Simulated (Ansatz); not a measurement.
**What each rung costs, and what it gives**

Saddle point of SiAsN2H9, closed shell (SiN₂H₆ ([NH2][SiH2][NH2]) + AsH₃ → SiAsNH₆ ([NH2][SiH2][AsH2]) + NH₃; bonds formed: Si1–As7, N2–H6; bonds broken: Si1–N2, H6–As7), PBE0-D4/def2-TZVP structure:

Si1  (-0.863, -0.742, 0.015)
N2  (0.466, -0.386, 1.269)
H3  (-0.257, -1.672, -0.954)
H4  (-1.808, -1.530, 0.864)
N5  (-1.744, 0.644, -0.375)
H6  (1.115, 0.135, 0.549)
As7  (1.391, 0.895, -1.498)
H8  (0.912, -1.203, 1.680)
H9  (0.159, 0.246, 2.005)
H10  (-1.392, 1.311, -1.043)
H11  (-2.739, 0.679, -0.228)
H12  (2.461, -0.187, -1.607)
H13  (2.299, 1.810, -0.677)
(Å)

Barriers are electronic and count from the start structure reached by relaxing down the imaginary mode.

Ansatz 0.2.0; basis: as named in each row; cores frozen in the correlated methods. Filled d shells of the heavier atoms are correlated. The def2 sets are not built for correlating such inner shells, so the correlated values are less sure here. B3LYP uses VWN-RPA correlation. Extrapolation: Hartree–Fock as exp(−7.88 √X), correlation as X^−2.97.

Times are rough, for one single point on 8 threads of a shared host (Arm Neoverse V2).

The estimate by CCSD(T) at an estimated basis limit (MP2 extrapolated from triple and quadruple zeta, plus CCSD(T) − MP2 in triple zeta) is 134.3 kJ/mol.

```tsv
method	basis	time (s)	barrier (kJ/mol)	method less estimate
HF	STO-3G	under 1	282.2	147.9
PBE-D4	STO-3G	under 1	169.1	34.8
SPW92	def2-SVP	under 1	78.5	-55.8
B3LYP-D4	6-31G	under 1	94.3	-40.0
PBE-D4	def2-SVP	under 1	105.3	-29.0
PBE0-D4	def2-SVP	under 1	115.8	-18.5
SPW92	def2-TZVPP	1	85.3	-49.0
PBE-D4	def2-TZVPP	2	109.1	-25.2
BLYP-D4	def2-TZVPP	2	128.0	-6.3
BHLYP-D4	def2-TZVPP	2	147.0	12.7
B3LYP-D4	def2-TZVPP	2	135.1	0.8
PBE0-D4	def2-TZVPP	3	119.0	-15.3
CAM-B3LYP-D4	def2-TZVPP	3	143.1	8.8
r2SCAN-D4	def2-TZVPP	3	123.3	-11.0
wB97M-V	def2-SVP	4	129.1	-5.2
r2SCAN0-D4	def2-TZVPP	4	127.5	-6.8
RPA on PBE	def2-TZVPP	4	151.7	17.4
B2PLYP	def2-TZVPP	4	140.9	6.6
PBE-QIDH	def2-TZVPP	5	129.6	-4.7
wB97X-V	def2-TZVPP	6	142.7	8.4
wB97M-V	def2-TZVPP	6	135.2	0.9
CCSD(T)	def2-SVP	6	148.8	14.5
B97M-V	def2-TZVPP	6	147.6	13.3
MP2	def2-QZVPP	20	130.8	-3.5
CCSD(T)	def2-TZVPP	190	142.7	8.4
```

All methods are single points on the PBE0-D4 structures.

The T1 diagnostic stays at or below 0.012.

Labels in which every atom is bracketed show which atoms are joined, not bond orders.
